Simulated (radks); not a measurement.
Results of a calculation; reference values are marked as such.
Gd II, configuration [Xe] 4f7 5d1 6s1 (the NIST ground configuration).

Level of theory: scalar-relativistic Kohn-Sham, PBE, spin-polarised, spherical densities, point nucleus; open shells are filled with parallel spins first; hard spherical wall at 2 bohr (a radial shooting solver on a logarithmic mesh with Libxc functionals).

Energy parts (hartree):
| part | energy |
|---|---|
| total | -11255.0899 |
| kinetic | 12164.8850 |
| electron-nucleus | -27654.9665 |
| Hartree | 4487.7420 |
| exchange-correlation | -252.7504 |

Orbitals (lengths in bohr, moments of r in powers of bohr; <r^-3> diverges for s and p1/2):
| orbital | occ. | eigenvalue (hartree) | <r> | <r^-3> |
|---|---|---|---|---|
| 1s up | 1 | -1838.899 | 0.02190 | - |
| 1s down | 1 | -1838.892 | 0.02190 | - |
| 2s up | 1 | -301.7283 | 0.09329 | - |
| 2s down | 1 | -301.7146 | 0.09329 | - |
| 2p up | 3 | -268.2195 | 0.08238 | 11420 |
| 2p down | 3 | -268.2078 | 0.08238 | 11420 |
| 3s up | 1 | -65.26982 | 0.2446 | - |
| 3s down | 1 | -65.16870 | 0.2444 | - |
| 3p up | 3 | -54.89398 | 0.2433 | 2390 |
| 3p down | 3 | -54.79270 | 0.2430 | 2396 |
| 3d up | 5 | -41.18436 | 0.2216 | 322.1 |
| 3d down | 5 | -41.10276 | 0.2212 | 322.9 |
| 4s up | 1 | -11.73556 | 0.5567 | - |
| 4s down | 1 | -11.49381 | 0.5566 | - |
| 4p up | 3 | -8.34468 | 0.5915 | 523.3 |
| 4p down | 3 | -8.10386 | 0.5914 | 522.5 |
| 4d up | 5 | -3.66764 | 0.6494 | 57.81 |
| 4d down | 5 | -3.42754 | 0.6502 | 57.62 |
| 5s up | 1 | -0.21018 | 1.158 | - |
| 5s down | 1 | -0.02931 | 1.162 | - |
| 5p up | 3 | 0.88648 | 1.199 | 133.4 |
| 5p down | 3 | 1.05839 | 1.202 | 131.4 |
| 4f up | 7 | 1.38577 | 0.7999 | 7.964 |
| 4f down | 0 | 1.61735 | 0.8067 | 7.872 |
| 5d up | 1 | 2.62718 | 1.227 | 20.54 |
| 5d down | 0 | 2.79270 | 1.229 | 20.42 |
| 5f up | 0 | 4.96470 | 1.141 | 6.885 |
| 5f down | 0 | 5.14126 | 1.137 | 7.002 |
| 6s up | 1 | 6.48991 | 1.212 | - |
| 6s down | 0 | 6.68758 | 1.211 | - |
| 6p up | 0 | 7.77024 | 1.193 | 233.3 |
| 6p down | 0 | 7.96760 | 1.193 | 232.4 |
| 7s up | 0 | 16.80321 | 1.167 | - |
| 7s down | 0 | 16.96371 | 1.167 | - |

The highest occupied level is 6s up at 176.60 eV. The configuration is held as typed, so some empty levels lie below it. Spin moment in Bohr magnetons: 9.
